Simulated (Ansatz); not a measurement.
Cost and result for the atomization energy of `[SiH3][O][Al]([SH])[Cl]` (9 atoms, 8 bonds).

```xyz
9

Si    0.1297   -1.0986    1.3697
O    -0.0266   -0.0633    0.1212
Al   -0.4853    1.1521   -0.9252
S     0.5291    1.4348   -2.8118
Cl   -2.0520    2.4337   -0.4402
H    -1.1875   -1.6986    1.7064
H     1.0752   -2.1814    0.9940
H     0.6588   -0.3817    2.5589
H     1.3586    0.4030   -2.5730
```

The species carries charge 0 and has multiplicity 1. All single points use the PBE0-D4/def2-TZVP geometry. It is one conformer, not always the lowest. Program: Ansatz. All runs use 4 threads of a server CPU on a shared host. Times are those of one run each, without the atoms' runs, and a repeat can differ threefold. Electronic energies, without spin–orbit coupling; frozen cores. CCSD(T)/CBS adds CCSD(T) − MP2 in def2-TZVPP to the MP2 limit, and its time is that of the two runs behind it. T1 = 0.011. B3LYP takes the VWN-RPA correlation (the form of Gaussian; ORCA's B3LYP/G). HSE06 is the plane-wave form, built on full-range PBE exchange.

CCSD(T)/CBS is a level of theory with its own doubt, some kJ/mol a heavy atom from the limit and from the frozen cores, so smaller differences don't rank the functionals.

```tsv
level	functions	wall time
LDA (SPW92)/def2-TZVPP	255	1.2 s
revPBE-D4/def2-TZVPP	255	1.8 s
PBE-D4/def2-TZVPP (with forces)	255	2.1 s
CCSD(T)/def2-SVP	106	2.6 s
PBE0-D4/def2-TZVPP	255	2.7 s
HSE06-D4/def2-TZVPP	255	3.5 s
B3LYP-D4/def2-TZVPP (with forces)	255	4.1 s
r2SCANh-D4/def2-TZVPP	255	4.5 s
PBE-QIDH/def2-TZVPP	255	4.5 s
B97M-V/def2-TZVPP	255	6 s
MP2/def2-QZVPP	457	14 s
CCSD(T)/def2-TZVPP	255	66 s
CCSD(T)/CBS(def2)	–	80 s
```

(1) What atomization energy does each give, and how far from CCSD(T)/CBS? (Best estimate.)

Answers

(1) The calculation gave: 
```
                            level  atomization (kJ/mol)  difference from CCSD(T)/CBS  per bond
           LDA (SPW92)/def2-TZVPP                3405.5                        331.6      41.4
             revPBE-D4/def2-TZVPP                2970.7                       -103.2     -12.9
  PBE-D4/def2-TZVPP (with forces)                3038.3                        -35.6      -4.4
                 CCSD(T)/def2-SVP                2824.7                       -249.2     -31.1
               PBE0-D4/def2-TZVPP                3010.3                        -63.6      -8.0
              HSE06-D4/def2-TZVPP                3011.8                        -62.1      -7.8
B3LYP-D4/def2-TZVPP (with forces)                3027.3                        -46.6      -5.8
            r2SCANh-D4/def2-TZVPP                3052.8                        -21.1      -2.6
              PBE-QIDH/def2-TZVPP                3023.2                        -50.7      -6.3
                B97M-V/def2-TZVPP                3090.2                         16.3       2.0
                   MP2/def2-QZVPP                3099.3                         25.4       3.2
               CCSD(T)/def2-TZVPP                2977.5                        -96.4     -12.1
                CCSD(T)/CBS(def2)                3073.9                          0.0       0.0
```

In def2-TZVPP, CCSD(T) changes the Hartree–Fock value by +677.2 kJ/mol (the triples alone add +42.4 kJ/mol) and MP2 by +741.0 kJ/mol; breaking electron pairs costs correlation energy, which Hartree–Fock lacks. From r2SCAN to r2SCAN0 (25 % exact exchange), in def2-TZVPP and without D4, the atomization energy moves by −48.0 kJ/mol: exact exchange takes away binding that semilocal exchange gives to molecules. The D4 term adds +38.0 kJ/mol with B3LYP and +20.3 kJ/mol with PBE0; it sums over pairs of atoms, weighted by their polarisabilities, and B3LYP, whose exchange is more repulsive, gets the larger term.
